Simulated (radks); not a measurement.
The numbers below are computed, except where a source is named.
Numerical settings for the magnesium ion Mg+, [Ne] 3s1. Code: a radial shooting solver on a logarithmic mesh with Libxc functionals. Model: scalar-relativistic Kohn-Sham, r2SCAN, spin-polarised, spherical densities, finite nucleus; open shells are filled with parallel spins first; meta-GGA in the generalised Kohn-Sham scheme; Fermi nuclear charge, rms radius 3.057 fm. The defaults (mesh step 0.008 in ln r, mesh end at 40 bohr or more with all orbitals vanishing there, Anderson mixing 0.5 over 9 steps, residual threshold near 1e-9 with the energy settled to 1e-9 hartree or 1e-11 of itself, here a cap of 92 iterations) give E = -200.100 hartree and 3s at -12.072 eV in 17 iterations. Run on one thread of a shared host, so times are rough (Arm Neoverse V1): 0.12 s of CPU time, 0.12 s wall, 17 iterations on 2189 mesh points. One setting is changed at a time: mesh step in ln r 0.12; mesh step in ln r 0.2; mesh step in ln r 0.08; mesh end (bohr) 20; mesh end (bohr) 8; residual threshold 1e-05; residual threshold 1e-13; mixing 1; linear mixing, mixing 0.05; linear mixing, mixing 0.5; mixing history 20; iteration cap 3. Which runs fail to converge, and which converge to a wrong energy?

Answer. Not converged within the cap: mesh step in ln r 0.12; mesh step in ln r 0.2; residual threshold 1e-13; linear mixing, mixing 0.05; linear mixing, mixing 0.5; iteration cap 3. No run marked as converged misses the energy by more than 1 mhartree.
